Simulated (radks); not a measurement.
Initial-state core-level shifts of neutral terbium when its valence configuration changes from [Xe] 4f9 6s2. Calculated with a radial shooting solver on a logarithmic mesh with Libxc functionals: scalar-relativistic Kohn-Sham, BLYP, spin-polarised, spherical densities, finite nucleus; open shells are filled with parallel spins first (spin-orbit coupling, left out, can overturn this in heavy ions); Fermi nuclear charge, rms radius 5.06 fm. Shifts are changes of the shell-averaged eigenvalues in eV (positive: less bound); the change of the density at the nucleus, which sets a Mossbauer isomer shift, is in e/bohr^3, on a base of 7.206e+05.

valence               2s       3d       4d      5p  density at nucleus
4f8 6s2 6p1       -9.841  -10.469   -9.872  -6.017              +49.02
4f9 5d0.5 6s1.5   +0.528   +0.507   +0.534  +0.588              -14.36
4f8 5d1 6s2       -6.525   -7.204   -6.573  -2.847              +33.70
4f7 5d2 6s2      -14.078  -15.664  -13.984  -5.520              +72.70
4f8 5d2 6s1       -4.905   -5.613   -4.949  -1.243               +1.88
